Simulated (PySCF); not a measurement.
Input file for PySCF: R-B3LYP/3-21G on FHO2S (a complex), monomers drawn apart or pushed together.

```python
from pyscf import gto, scf, dft, mp
from pyscf.data.elements import chemcore

mol = gto.M(
    atom='''
    F     0.35084368    0.50696988   -0.65679428
    H     0.08404084    0.72411377    0.21057448
    O    -0.30311129    0.70171159    1.83163315
    S    -0.16145854   -0.53138462    2.57397313
    O    -0.50220914   -0.51592464    3.96671382
    ''',
    basis='3-21g',
    charge=0, spin=0, verbose=3, max_memory=1800)
mf = dft.RKS(mol, xc='b3lyp')
mf.conv_tol = 1e-8
mf.max_cycle = 100
mf.kernel()
if not mf.converged:
    mf = mf.newton().run(mf.mo_coeff, mf.mo_occ)
```

Q: Predict the final total energy.

A: -645.5501 hartree.
